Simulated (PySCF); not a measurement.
**How methods differ on the excitation energy of B**

B [He] 2s2 2p1 (2P) → B [He] 2s2 3s1 (2S), as a difference of total energies. All numbers are calculated (PySCF 2.14, scalar relativity by spin-free X2C-1e, in aug-cc-pCVTZ-DK with one added diffuse shell each of s, p, d, f type (8s7p5d3f, 75 functions)). Correlated levels: valence: 1s2 frozen. The calculations carry no spin-orbit coupling.

```json
{"method": "UHF", "excitation energy (eV)": "4.918"}
{"method": "MP2 (valence)", "excitation energy (eV)": "5.016"}
{"method": "SCS-MP2 (valence)", "excitation energy (eV)": "4.998"}
{"method": "CCSD (valence)", "excitation energy (eV)": "4.875"}
{"method": "CCSD(T) (valence)", "excitation energy (eV)": "4.893"}
```

Task: How much does correlation contribute at CCSD(T) (valence)?

Result: 4.893 − (4.918) = -0.025 eV, measured against UHF.

Errors of the correlated levels include the incompleteness of this basis and the frozen core.

For comparison: 4.963 eV (measured; NIST levels, between the centres of gravity of the two terms).
